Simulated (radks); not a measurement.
Q: The nitrogen ion N3+, configuration 1s1 2s2 3d1 (not the ground configuration). All-electron calculation, non-relativistic Kohn-Sham, r2SCAN, spin-unpolarised, spherical densities, point nucleus; meta-GGA in the generalised Kohn-Sham scheme. Program: a radial shooting solver on a logarithmic mesh with Libxc functionals. Some entries of the table are withheld. Estimate them.

| orbital | occ. | eigenvalue (eV) | <r> (bohr) |
|---|---|---|---|
| 1s | 1 | (1) | (2) |
| 2s | 2 | (3) | 0.9898 |
| 2p | 0 | -75.5977 | (4) |
| 3s | 0 | (5) | 2.661 |
| 3d | 1 | (6) | 2.459 |

A: 
(1) 1s eigenvalue (eV): -531.1763
(2) 1s <r> (bohr): 0.2182
(3) 2s eigenvalue (eV): -86.1852
(4) 2p <r> (bohr): 0.8910
(5) 3s eigenvalue (eV): -26.9195
(6) 3d eigenvalue (eV): -20.7160
